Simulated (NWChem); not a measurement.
Species: SiPH$_{5}$O; SMILES P[SiH2]O

```xyz
8

Si    -0.5466     0.6123    -0.0019
O      0.6418     1.7836     0.0647
P      0.1230    -1.5586     0.0191
H     -1.3665     0.8355     1.2117
H     -1.3945     0.7521    -1.2219
H      1.2740     1.8023    -0.6674
H      1.1497    -1.3943     0.9923
H      1.0117    -1.4570    -1.0915
```
Atoms are numbered in this order, from 1.

Program: NWChem. All runs use the structure optimised with B3LYP/6-31G* (spherical d).

Task: Order these by “dipole (D)”, lowest first: Hartree-Fock/STO-3G; Hartree-Fock/aug-pcseg-1; Hartree-Fock/def2-SVP; Hartree-Fock/pcseg-2.

Result: Hartree-Fock/STO-3G (1.23), Hartree-Fock/aug-pcseg-1 (1.56), Hartree-Fock/pcseg-2 (1.61), Hartree-Fock/def2-SVP (1.70)
